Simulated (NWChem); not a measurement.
# AlN2H5; SMILES [NH2][AlH][NH2]

```xyz
8

Al     0.0000     0.0000    -0.4780
H      0.0000     0.0000    -2.0624
N     -1.5438    -0.0001     0.3990
H     -2.4480     0.0030    -0.0588
H     -1.6712    -0.0035     1.4042
N      1.5438     0.0001     0.3990
H      1.6712     0.0035     1.4042
H      2.4480    -0.0030    -0.0588
```
Atoms are numbered in this order, from 1.

Program: NWChem. Pople sets run with spherical d functions. Structure relaxed at the PBE0/def2-SVP level.

For level CAM-B3LYP/6-31G*:

- highest occupied level (eV): -7.91
- orbital gap (eV): 9.63
- dipole (D): 1.37

Task: What are these values for level B97-D/6-31G*?

Result: 
- highest occupied level (eV) = -5.08
- orbital gap (eV) = 5.23
- dipole (D) = 1.50
